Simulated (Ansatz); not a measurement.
CCl2FGeN (`N#[C][Ge]([F])([Cl])[Cl]`). The species carries charge 0 and has multiplicity 1.

| atom | x (Å) | y (Å) | z (Å) |
| --- | --- | --- | --- |
| N1 | 1.927 | 1.278 | -1.084 |
| C2 | 1.075 | 0.700 | -0.572 |
| Ge3 | -0.356 | -0.254 | 0.246 |
| F4 | 0.157 | -0.658 | 1.825 |
| Cl5 | -0.743 | -2.031 | -0.805 |
| Cl6 | -2.059 | 0.967 | 0.389 |

List the harmonic frequencies (cm⁻¹, unscaled) at PBE0-D4/def2-TZVP in Ansatz. (An estimate is asked.)

Ansatz gave: 95, 108, 147, 199, 205, 341, 343, 435, 486, 519, 749, 2346.

Is this a minimum?

Yes, all 12 modes are real.

Give the ideal-gas thermochemistry at 298.15 K and 1 bar (rigid rotor, harmonic oscillator; point group Cs, symmetry number 1).

Zero-point energy 35.7 kJ/mol; H(298) − E = 58.2 kJ/mol; entropy 373.7 J/(mol·K), of which translation 174.2, rotation 121.7, vibration 77.8; G(298) − E = -53.2 kJ/mol. Modes under 100 cm⁻¹ are hindered rotations or soft bends, so the harmonic entropy is rough.

Rotational constants (cm⁻¹)?

0.05418, 0.05253, 0.03829.
